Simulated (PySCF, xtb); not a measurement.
2-iodocyclopenta-1,3-diene (C5H5I), SMILES IC1=CCC=C1.

GFN2-xTB (xtb) at its own geometry gives an orbital gap of 3.54 eV and a dipole moment of 4.22 D.

The structure is a stationary point at PBE0-D3(BJ)/def2-SVP. The def2 effective core potentials stand for the cores of I; spin–orbit coupling is left out. Other conformers were not sampled.

Question: What does PySCF with HF/def2-TZVP give? (An estimate is asked for; the answer gives what the named calculation found.)

Answer: gap 11.26 eV (levels -8.53 and 2.73 eV), dipole 2.16 D.
